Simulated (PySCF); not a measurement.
TlP and its ions

PBE; Tl def2-SVPD with ECP60, P def2-SVPD; scalar-relativistic core potentials (PySCF 2.14). Neutral (UKS): triplet (π ↑↑), Re = 2.761 Å, ωe = 228 cm⁻¹, De = 2.06 eV, HOMO -4.30 eV, LUMO -3.67 eV.

TlP⁺ (UKS): quartet (σ ↑, π ↑↑), Re = 3.125 Å, ωe = 105 cm⁻¹. The energies at the minima are -513.59478 hartree for TlP and -513.33718 for TlP⁺.

Work out the adiabatic ionisation energy, without and with harmonic zero-point energies (1 hartree = 27.2114 eV, 1 eV = 8065.5 cm⁻¹), and the change of the bond length.

At PBE: 0.25760 hartree = 7.010 eV between the minima; the zero-point term (105.0 − 228.0)/2 cm⁻¹ = -0.008 eV makes it 7.002 eV. Re changes by +36.4 pm against the neutral. The electron leaves a σ orbital, and the ion is left as a loose complex of an ion and an atom.

Spin–orbit coupling is left out, which matters for elements this heavy, above all for dissociation energies. States were picked by a PBE0 search and need not be the measured ground states.
